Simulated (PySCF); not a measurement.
CH5ClGeO3, SMILES C[O][Ge]([OH])([OH])[Cl]. Geometry: PBE-D3(BJ)/def2-SVP. One conformer was computed; it need not be the lowest.

Computed equilibrium geometry at PBE-D3(BJ)/def2-SVP (PySCF confirms it by a frequency run) as Cartesian coordinates in Å (one conformer of several):
```xyz
11

C      2.3803    -0.6085    -0.4950
O      1.0409    -0.9094    -0.8716
Ge    -0.3237    -0.1997     0.0270
O     -0.5427    -0.8215     1.6749
O     -1.7708    -0.6053    -0.9156
Cl     0.0338     1.9195     0.2620
H      2.6517    -1.0695     0.4814
H      3.0503    -1.0249    -1.2745
H      2.5610     0.4874    -0.4261
H     -1.0333    -1.6656     1.6340
H     -1.5456    -0.6269    -1.8661
```
